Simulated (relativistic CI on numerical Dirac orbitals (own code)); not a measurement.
Radial parameters of Tc8+

Calculated at this level of theory: Dirac-Coulomb-Breit CI, separate exchange-only KLI orbitals for each configuration, model QED, unscaled Slater integrals (own radial code, finite nucleus).

Slater integrals F^k, G^k are unscaled and averaged over j, outside the closed core [Ar] 3d10; ζ comes from projecting the Hamiltonian with its Breit term on Σ l·s of the shell.

- 4s²4p⁵: ζ(4p) = 18677 cm⁻¹; <r>(4p) = 1.072, <r^2>(4p) = 1.297 (bohr units).
- 4s²4p⁴4d: F^2(4p,4p) = 98009, ζ(4p) = 18891, F^2(4p,4d) = 88533, G^1(4p,4d) = 112020, G^3(4p,4d) = 70033, ζ(4d) = 1613.4 cm⁻¹; <r>(4p) = 1.069, <r^2>(4p) = 1.291, <r>(4d) = 1.226, <r^2>(4d) = 1.717 (bohr units).
- 4s4p⁵4d: G^1(4s,4p) = 130350, ζ(4p) = 18832, G^2(4s,4d) = 84962, F^2(4p,4d) = 88573, G^1(4p,4d) = 112080, G^3(4p,4d) = 70064, ζ(4d) = 1629.8 cm⁻¹; <r>(4s) = 0.9984, <r^2>(4s) = 1.121, <r>(4p) = 1.068, <r^2>(4p) = 1.29, <r>(4d) = 1.225, <r^2>(4d) = 1.714 (bohr units).

In this model ζ of a weakly bound d, f or g electron outside closed shells comes out too small, for d by up to a factor of two or three and at times with the wrong sign; that of an outer p electron is too small as well.

Averages of the first 10 configurations, taken without configuration mixing, which lowers the lowest level and can move excited configurations by several eV; other configurations of the list can lie among them:

```json
{"Configuration": "4s²4p⁵", "Parity": "odd", "States": "6", "Average energy above the lowest level (eV)": "2.2"}
{"Configuration": "4s4p⁶", "Parity": "even", "States": "2", "Average energy above the lowest level (eV)": "38.7"}
{"Configuration": "4s²4p⁴4d", "Parity": "even", "States": "150", "Average energy above the lowest level (eV)": "49.5"}
{"Configuration": "4s4p⁵4d", "Parity": "odd", "States": "120", "Average energy above the lowest level (eV)": "84.1"}
{"Configuration": "4s²4p⁴4f", "Parity": "odd", "States": "210", "Average energy above the lowest level (eV)": "95.8"}
{"Configuration": "4s4p⁵4f", "Parity": "even", "States": "168", "Average energy above the lowest level (eV)": "130.8"}
{"Configuration": "4s²4p⁴5s", "Parity": "even", "States": "30", "Average energy above the lowest level (eV)": "79.7"}
{"Configuration": "4p⁶4d", "Parity": "even", "States": "10", "Average energy above the lowest level (eV)": "123.2"}
{"Configuration": "4s²4p⁴5p", "Parity": "odd", "States": "90", "Average energy above the lowest level (eV)": "90.8"}
{"Configuration": "4s4p⁴4d²", "Parity": "even", "States": "1350", "Average energy above the lowest level (eV)": "130.9"}
```
